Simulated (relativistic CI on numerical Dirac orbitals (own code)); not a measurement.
## Energy levels of Pb IV

Method of calculation: Dirac-Coulomb-Breit CI, orbitals from a KLI potential per configuration, model QED, valence Slater integrals scaled by 0.85, configuration energies shifted to the measured levels that pair with them (semi-empirical) (own radial code, finite nucleus).

CI space (outside the closed core [Xe] 4f14): 5d10 6s, 5d10 6p, 5d9 6s2, 5d10 6d, 5d10 7s, 5d10 8s, 5d10 7d, 5d10 6f, 5d8 6s 6p2, 5d9 6s 6p, 5d9 6s 5f, 5d10 7p, 5d10 5f, 5d9 6p2, 5d9 6s 5g, 5d8 6s2 6p, 5d10 8p, 5d10 5g, 5d10 8d, 5d10 7f, 5d8 6s 6d2, 5d9 6p 6d, 5d9 6s 7p, 5d9 6s 7s, 5d9 6s 6d, 5d8 6s 5f2, 5d9 5f 6p, 5d8 6s2 6d, 5d9 6s 8s, 5d9 6s 7d. Levels of other configurations are missing.

| No. | Configuration | Term | J | E (cm⁻¹) | % | jj configuration (%) |
| --- | --- | --- | --- | --- | --- | --- |
| 41 | 5d10 6f‡ | 2F° | 7/2 | 263589.6 | 99 | 6f7/2 (99) |
| 42 | 5d10 6f‡ | 2F° | 5/2 | 263786.5 | 99 | 6f5/2 (99) |
| 43 | 5d10 8p‡ | 2P° | 3/2 | 263885.5 | 100 | 8p3/2 (100) |
| 44 | 5d10 5g‡ | 2G | 9/2 | 271550.5 | 100 | 5g9/2 (100) |
| 45 | 5d10 5g‡ | 2G | 7/2 | 271553.6 | 100 | 5g7/2 (100) |
| 46 | 5d9 6p2(1D)‡ | 2G | 9/2 | 272253.1 | 52 | 5d5/2^5 6p1/2 6p3/2 (64) |
| 47 | 5d9 6p2(1D)‡ | 2P | 3/2 | 272352.7 | 48 | 5d5/2^5 6p1/2 6p3/2 (67) |
| 48 | 5d9 6p2(1D)‡ | 2S | 1/2 | 272669.7 | 38 | 5d5/2^5 6p1/2 6p3/2 (56) |
| 49 | 5d9 6p2(3P)‡ | 4D | 7/2 | 272675.1 | 63 | 5d5/2^5 6p1/2 6p3/2 (90) |
| 50 | 5d9 6p2(1D)‡ | 2D | 5/2 | 274703.1 | 42 | 5d5/2^5 6p1/2 6p3/2 (64) |
| 51 | 5d9 6p2(3P)‡ | 4D | 3/2 | 275959.5 | 51 | 5d5/2^5 6p1/2 6p3/2 (72) |
| 52 | 5d9 6p2(1D)‡ | 2F | 7/2 | 277438.1 | 39 | 5d5/2^5 6p1/2 6p3/2 (70) |
| 53 | 5d9 6p2(3P)‡ | 2F | 5/2 | 278628.4 | 40 | 5d5/2^5 6p1/2 6p3/2 (95) |
| 54 | 5d10 8d‡ | 2D | 3/2 | 280441.9 | 94 | 8d3/2 (94) |
| 55 | 5d9 6s 6d‡ | 4S | 3/2 | 281225.4 | 60 | 5d5/2^5 6s 6d3/2 (80) |
| 56 | 5d10 8d‡ | 2D | 5/2 | 281234.1 | 99 | 8d5/2 (99) |
| 57 | 5d9 6s 6d‡ | 4P | 5/2 | 284591.8 | 48 | 5d5/2^5 6s 6d3/2 (80) |
| 58 | 5d9 6s 6d‡ | 4G | 9/2 | 285420.8 | 62 | 5d5/2^5 6s 6d3/2 (71) |
| 59 | 5d9 6s 6d‡ | 4G | 11/2 | 285699.7 | 99 | 5d5/2^5 6s 6d5/2 (99) |
| 60 | 5d9 6s 6d‡ | 4D | 7/2 | 285803.4 | 42 | 5d5/2^5 6s 6d3/2 (67) |
| 61 | 5d9 6s 7s‡ | 4D | 7/2 | 287080.3 | 59 | 5d5/2^5 6s 7s (59) |
| 62 | 5d9 6s 6d‡ | 4D | 3/2 | 287179.7 | 27 | 5d5/2^5 6s 6d5/2 (41) |
| 63 | 5d10 7f‡ | 2F° | 7/2 | 287316.2 | 100 | 7f7/2 (100) |
| 64 | 5d10 7f‡ | 2F° | 5/2 | 287462.4 | 100 | 7f5/2 (100) |
| 65 | 5d9 6s 6d‡ | 4P | 1/2 | 287554.8 | 32 | 5d5/2^5 6s 6d3/2 (59) |
| 66 | 5d9 6p2(3P)‡ | 2D | 3/2 | 287681.1 | 32 | 5d3/2^3 5d5/2^6 6p1/2^2 (46) |
| 67 | 5d9 6s 6d‡ | 2G | 7/2 | 288096.7 | 31 | 5d5/2^5 6s 6d3/2 (55) |
| 68 | 5d9 6s 6d‡ | 4F | 5/2 | 288926.6 | 26 | 5d5/2^5 6s 6d3/2 (43) |
| 69 | 5d9 6s 6d‡ | 4F | 9/2 | 289217.2 | 72 | 5d5/2^5 6s 6d5/2 (90) |
| 70 | 5d9 6s 6d‡ | 2F | 7/2 | 289543.2 | 29 | 5d5/2^5 6s 6d5/2 (39) |
| 71 | 5d9 6s 7s‡ | 4D | 5/2 | 289694.6 | 46 | 5d5/2^5 6s 7s (79) |
| 72 | 5d9 6p2(3P)‡ | 4D | 1/2 | 290601.1 | 68 | 5d3/2^3 5d5/2^6 6p1/2 6p3/2 (53) |
| 73 | 5d9 6s 6d‡ | 2G | 7/2 | 291248.5 | 19 | 5d5/2^5 6s 6d5/2 (48) |
| 74 | 5d9 6s 6d‡ | 2D | 3/2 | 291306.8 | 42 | 5d5/2^5 6s 6d5/2 (56) |
| 75 | 5d9 6s 6d‡ | 2F | 5/2 | 291357.2 | 33 | 5d5/2^5 6s 6d5/2 (53) |
| 76 | 5d9 6p2(3P)‡ | 4F | 9/2 | 292145.3 | 51 | 5d5/2^5 6s 6d5/2 (45) |
| 77 | 5d9 6p2(1D)‡ | 2P | 1/2 | 292383.3 | 25 | 5d3/2^3 5d5/2^6 6p1/2 6p3/2 (51) |
| 78 | 5d9 6p2(3P)‡ | 4P | 5/2 | 292615.6 | 24 | 5d5/2^5 6s 6d5/2 (38) |
| 79 | 5d9 6s 7s‡ | 2D | 3/2 | 292681.7 | 53 | 5d5/2^5 6s 7s (76) |
| 80 | 5d9 6s 6d‡ | 2D | 3/2 | 293020.2 | 24 | 5d5/2^5 6s 6d5/2 (24) |
| 81 | 5d9 6s 6d‡ | 4P | 1/2 | 293770.6 | 28 | 5d5/2^5 6s 6d5/2 (65) |
| 82 | 5d9 6p2(1D)‡ | 2G | 7/2 | 294561.4 | 32 | 5d3/2^3 5d5/2^6 6p1/2 6p3/2 (47) |
| 83 | 5d9 6s 7s‡ | 2D | 5/2 | 294992.0 | 79 | 5d5/2^5 6s 7s (88) |
| 84 | 5d9 6p2(3P)‡ | 4F | 3/2 | 296348.7 | 31 | 5d3/2^3 5d5/2^6 6p1/2 6p3/2 (68) |
| 85 | 5d9 6p2(1D)‡ | 2F | 5/2 | 297477.4 | 35 | 5d3/2^3 5d5/2^6 6p1/2 6p3/2 (71) |

Energies count from the lowest computed level; ° marks odd parity. Percentages are summed over parent terms; the parents shown are those of the largest component, closed shells are left out there. Filled j subshells are mostly left out of the jj labels. ‡ marks configurations that were not tied to measured data.

The mean weight of the leading LS term, summed over parents, in these 45 levels is 55 %, and that of the leading jj configuration (from the same eigenvectors) 70 %, so jj coupling describes them better and the LS labels are nominal.

Configurations whose levels could be paired with our table of measured levels were shifted onto them, all but the ground configuration, by the median error of their levels; single terms can still be off by 1,000 to 2,000 cm⁻¹ or more, and rates follow the energies as ν³ (E1, M1) or ν⁵ (E2). The others borrow a shift and can be off by several thousand cm⁻¹ or more. The fine structure of a lone outer electron comes out too small, for d and f at times inverted, and misplaced configurations move strength between like terms. 10 of the 10 excited levels that our extract of the measured tables holds in this range could be paired (the sources list more); they are missed by 243 cm⁻¹ on average and 634 at most, after the shifts were fitted to these levels, and levels without a partner can miss by more.

LS names give the leading component of a level, which can be under half, so a name can repeat, a term be missing and a line seem to break the LS rules.
